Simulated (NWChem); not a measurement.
**Dipole moment of germanium monoxide (GeO)**

```xyz
2

Ge     0.0000     0.0000     0.3297
O      0.0000     0.0000    -1.3189
```
Charge 0, spin multiplicity 1.

Everything below was run with NWChem. The geometry was optimised at PBE/def2-SVP, a minimum by its harmonic frequencies.

Basis set: def2-SVPD. The CCSD dipole comes from the Λ equations, without orbital relaxation.

The Hamiltonian is non-relativistic. The correlated methods keep 10 core orbitals frozen. B3LYP has NWChem's definition, with VWN1-RPA local correlation. No row is a measurement; the coupled-cluster row has its own basis-set and correlation limits.

Question: One of these methods gave a dipole moment of 3.30 D. Which?
(A) PBE
(B) B3LYP
(C) HF

Answer: A, PBE. The others give 3.65 (B3LYP), 4.45 (HF).
